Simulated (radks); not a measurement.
Spherical quantum dot in the effective-mass picture: electrons in a parabolic well V = omega^2 r^2 / 2 with omega = 1.34, with a point charge +1 (a donor) at the centre, all in effective atomic units (hartree* = m*/eps^2 hartree, bohr* = eps/m* bohr), one dielectric constant everywhere. Calculated with a radial shooting solver with Libxc functionals: non-relativistic Kohn-Sham, PBE, spin-polarised, spherical densities. Levels are named by radial order and angular momentum (1s, 1p, 1d, 2s, ...), and open shells are averaged over m. Results are scaled to m* = 0.51 and eps = 12.3, for which hartree* = 91.73 meV and bohr* = 1.276 nm.

N = 17, configuration 1s2 1p6 1d(up 5, down 2) 2s2. This is the lowest configuration that the search found. Occupied and some empty levels:

| level | occupation | eigenvalue (meV) | <r> (nm) |
|---|---|---|---|
| 1s up | 1 | 961.02 | 1.496 |
| 1s down | 1 | 964.02 | 1.471 |
| 1p up | 3 | 1043.2 | 2.112 |
| 1p down | 3 | 1048.6 | 2.102 |
| 2s up | 1 | 1108.9 | 2.092 |
| 2s down | 1 | 1112.8 | 2.107 |
| 1d up | 5 | 1119.6 | 2.449 |
| 1d down | 2 | 1125.5 | 2.449 |
| 1f up | 0 | 1201.3 | 2.708 |
| 1f down | 0 | 1207.2 | 2.714 |
| 2p up | 0 | 1217.4 | 2.412 |
| 2p down | 0 | 1221.1 | 2.417 |
| 1g up | 0 | 1288.5 | 2.930 |
| 1g down | 0 | 1294.1 | 2.939 |

Energy (meV): total 11583.6, kinetic 2059.3, external 3421.0, Hartree 6941.4, exchange-correlation -838.04.

Electron density:

| r (nm) | n(r) (e/nm^3) |
|---|---|
| 0.0922 | 0.8355 |
| 0.324 | 0.5744 |
| 0.555 | 0.3972 |
| 0.787 | 0.2852 |
| 1.02 | 0.2223 |
| 1.25 | 0.1932 |
| 1.48 | 0.1828 |
| 1.71 | 0.1777 |
| 1.95 | 0.1683 |
| 2.18 | 0.1497 |
| 2.41 | 0.1228 |
| 2.64 | 0.09145 |
| 2.87 | 0.06154 |
| 3.10 | 0.03720 |
| 3.33 | 0.02014 |
| 3.57 | 0.009856 |
| 3.80 | 0.004333 |
| 4.03 | 0.001724 |
| 4.26 | 0.0006125 |
| 4.49 | 0.0001971 |
